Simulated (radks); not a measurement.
Results of a calculation; reference values are marked as such.
Q: Radial electron density D(r) = 4 pi r^2 rho(r) of an atom or ion with 25 electrons. Code: a radial shooting solver on a logarithmic mesh with Libxc functionals. Model: scalar-relativistic Kohn-Sham, PBE, spin-polarised, spherical densities, finite nucleus; Fermi nuclear charge, rms radius of each element as measured or else 0.836 A^(1/3) + 0.57 fm.

r (bohr),D(r) (e/bohr),spin D(r)
0.003444,8.221,-0.000349
0.004378,11.93,-0.000504
0.00561,17.12,-0.000720
0.007132,23.59,-0.000986
0.00914,31.64,-0.00131
0.01162,40.15,-0.00163
0.01489,48.40,-0.00189
0.01908,54.22,-0.00185
0.02426,55.87,-0.000935
0.03108,53.24,0.00295
0.03951,48.98,0.0161
0.05063,47.88,0.0604
0.06437,53.74,0.187
0.08249,64.19,0.535
0.1057,68.90,1.34
0.1344,60.61,2.83
0.1722,45.55,5.17
0.2189,39.80,7.64
0.2805,45.02,9.00
0.3566,44.70,7.94
0.457,29.63,4.88
0.5856,11.63,1.93
0.7444,2.607,0.463
0.954,0.2659,0.0536
1.213,0.01205,0.00283
1.554,0.0001586,0.0000431

What is the nuclear charge?

A: Z = 44. The innermost maximum, from 1s, lies near gamma/Z bohr with gamma = sqrt(1 - (Z/c)^2) = 0.947, here 0.0215 bohr (found: 0.0235), and its height grows with Z. The density is that of the ruthenium ion Ru19+ in [Ar] 3d7; the configuration itself is not fixed sharply by these data, and Z only to a few units. D(r) has 3 maxima, at r = 0.0235, 0.102, 0.316 bohr, and minima at 0.0471, 0.214 bohr, inside which lie 2.03, 11.13 electrons.
